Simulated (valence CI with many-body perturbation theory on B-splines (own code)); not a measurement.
## Which ion has this spectrum?

A relativistic CI+MBPT calculation for an atom or ion with 31 electrons gives these levels (cm⁻¹):

| J | Parity | E | g |
| --- | --- | --- | --- |
| 1/2 | odd | 0 | 0.66 |
| 3/2 | odd | 303927 | 1.33 |
| 1/2 | even | 544565 | 2.34 |
| 3/2 | even | 777712 | 1.68 |
| 5/2 | even | 826056 | 1.39 |
| 3/2 | even | 898849 | 0.94 |
| 1/2 | even | 924545 | 1.18 |
| 5/2 | even | 1106094 | 1.40 |
| 3/2 | even | 1217708 | 1.12 |
| 1/2 | even | 1229030 | 1.81 |
| 3/2 | even | 1291519 | 0.92 |
| 5/2 | even | 1333766 | 1.20 |
| 3/2 | odd | 1458650 | 1.34 |
| 3/2 | odd | 1682932 | 0.65 |

The energies are calculated, and their last digits are not significant.

Question: Which is it?
A. Nd29+
B. Gd33+
C. Pm30+
D. Sm31+

Answer: D. Sm31+, ground level (4s^2 4p1/2) J=1/2.
